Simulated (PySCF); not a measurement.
# GeBr⁺: from constants to spectrum

RHF-CCSD(T) constants of GeBr⁺, ¹Σ⁺ (singlet), closed shell (basis Ge pcseg-1, Br pcseg-1; no relativity; PySCF 2.14; masses 73.9212 and 78.9183 u):

* ωe: 355.8 cm⁻¹
* ωexe: 0.745 cm⁻¹
* Be: 0.086989 cm⁻¹
* αe: 0.000263 cm⁻¹
* De to Ge⁺ + Br: 3.84 eV

Q: What force constant and bond length do these constants imply?

A: Reduced mass μred = 38.169 u; k = 5.8918×10⁻⁷·μred·ωe² (u, cm⁻¹, mdyn/Å) = 2.85 mdyn/Å; Re = √(16.8576/(μred·Be)) (u, cm⁻¹, Å) = 2.253 Å.

Q: Estimate the centrifugal constant D from the Kratzer relation and find the Dunham coefficient a1.

A: D = 4Be³/ωe² = 2.08e-08 cm⁻¹; a1 = −1 − αeωe/(6Be²) = -3.06.

Correlated steps freeze 18 core orbitals. Correlated levels converge slowly with the basis: in double zeta they bind strong bonds too weakly, by up to about 1 eV, and carry superposition errors of some tenths. For an ion De counts to the pair picked by the measured ionisation energies or electron affinities, which need not be the lowest pair at this level. Where the molecule has an RHF reference, its open-shell atoms are computed with UHF.
